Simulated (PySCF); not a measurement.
A series of related molecules.

All values: wB97X-D/def2-SVPD (PySCF) at PBE0-D3(BJ)/def2-SVP geometries, gas phase, one conformer each. Core orbitals are frozen in the response; Δα² is half the sum of the squared differences of the principal polarisabilities. The calculation is non-relativistic, for gallium too.

Problem. Rank by polarisability anisotropy Δα, highest first.
A. `CC[O][Ga]([Cl])[Cl]` (GaCl2(OEt))
B. `C[S][Ga]([Cl])[Cl]` (GaCl2(SMe))
C. `C[CH2][Ga]([Cl])[Cl]` (GaCl2Et)

Solution. B (5.58 Å³), A (3.87 Å³), C (3.58 Å³).

Problem. Rank by HOMO–LUMO gap, highest first.
A. `C=[CH][Ga]([Cl])[Cl]` (GaCl2(vinyl))
B. `C[CH2][Ga]([Cl])[Cl]` (GaCl2Et)
C. `C[S][Ga]([Cl])[Cl]` (GaCl2(SMe))

Solution. B (10.64 eV), A (10.39 eV), C (9.55 eV).

All values together:

```tsv
SMILES	formula	μ (D)	HOMO (eV)	LUMO (eV)	α (Å³)	Δα (Å³)	electrons	α per electron (Å³)
C[O][Ga]([Cl])[Cl]	CH3Cl2GaO	1.55	-10.52	-0.13	10.23	3.76	82	0.125
C[S][Ga]([Cl])[Cl]	CH3Cl2GaS	2.43	-9.61	-0.06	12.95	5.58	90	0.144
CC[O][Ga]([Cl])[Cl]	C2H5Cl2GaO	1.81	-10.50	-0.05	11.98	3.87	90	0.133
C=[CH][Ga]([Cl])[Cl]	C2H3Cl2Ga	3.13	-10.67	-0.27	11.58	5.72	80	0.145
CC(C)[CH2][Ga]([Cl])[Cl]	C4H9Cl2Ga	3.65	-10.20	0.37	15.16	3.80	98	0.155
C[CH2][Ga]([Cl])[Cl]	C2H5Cl2Ga	3.21	-10.32	0.33	11.72	3.58	82	0.143
```

Conformers: `C[O][Ga]([Cl])[Cl]`; `C[S][Ga]([Cl])[Cl]`; `CC[O][Ga]([Cl])[Cl]`; `C=[CH][Ga]([Cl])[Cl]`; `CC(C)[CH2][Ga]([Cl])[Cl]`; `C[CH2][Ga]([Cl])[Cl]`.

Problem. How closely does the mean polarisability follow the number of electrons in this set?

Solution. The correlation coefficient is 0.88; α per electron runs from 0.125 to 0.155 Å³.
